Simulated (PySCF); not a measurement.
The isolated species `[GeH3][O]C1=[CH][GeH2][CH]=C1` is ionised with synchrotron light (hν = 1200.0 eV). Calculated photoelectron kinetic energies of its computed core levels, recoil neglected:

| line | kinetic energy (eV) |
| --- | --- |
| 1 | 910.94 |
| 2 | 910.42 |
| 3 | 909.67 |
| 4 | 908.13 |
| 5 | 662.03 |

Computed with PySCF, delta-SCF UKS SCAN, pcX-2 on the ionised atom, pcseg-1 elsewhere, spin-free X2C.

Problem. Convert to binding energies and name the level and atom behind each line. Numbering: `[GeH3:1][O:2][C:3]1=[CH:4][GeH2:5][CH:6]=[CH:7]1`.

Solution. Against the vacuum level, binding energy = hν − kinetic energy.

```csv
line,binding energy (eV),level,atoms,environment
1,289.06,C 1s,C4,alkene CH carbon
2,289.58,C 1s,C6,alkene CH carbon
3,290.33,C 1s,C7,alkene CH carbon
4,291.87,C 1s,C3,vinylic carbon bearing oxygen
5,537.97,O 1s,O2,oxygen bonded to C and Ge
```

Problem. Where does line 3 move with hν = 1486.6 eV?

Solution. To 1486.6 − 290.33 = 1196.27 eV; every photoline shifts by the change in photon energy, +286.6 eV.

The listed C 1s values span 2.81 eV, from C4 (bonded to C (double bond), H and Ge) to C3 (bonded to O, C (double bond) and C). The widest gap between neighbouring values is 1.54 eV, between 290.33 and 291.87 eV. Summing the Pauling electronegativity differences to the bonded atoms, each weighted by its formal bond order, gives -0.89 for the lowest site and +0.89 for the highest; no listed site has a larger sum than the highest.

Problem. Which effective nuclear charge Zeff reproduces each element's mean 1s value in the hydrogen-like formula E = 13.606 eV × Zeff²?

Solution. C (Z = 6): mean 290.2 eV, Zeff = 4.62, Z − Zeff = 1.38; O (Z = 8): mean 538.0 eV, Zeff = 6.29, Z − Zeff = 1.71. Means run over the listed sites, weighted by atom count.

Other core shells, valence and Auger electrons aren't listed. Spin contamination (⟨S²⟩ against 0.75 for a pure doublet) is marked for C 1s of C3 (0.94), C 1s of C6 (0.87) and C 1s of C7 (0.92), which makes these values less certain. No level of germanium is listed. The structure is a single PBE0-D3(BJ)/def2-SVP conformer in the gas phase; no vibrational or solvent corrections.

Time: 82 s; peak memory 0.75 GiB. Hardware: one thread of an Arm Neoverse V2, shared host.

Shape of the structure used: `[GeH3:1][O:2][C:3]1=[CH:4][GeH2:5][CH:6]=[CH:7]1`: Ge1–O2–C3–C4 1°.
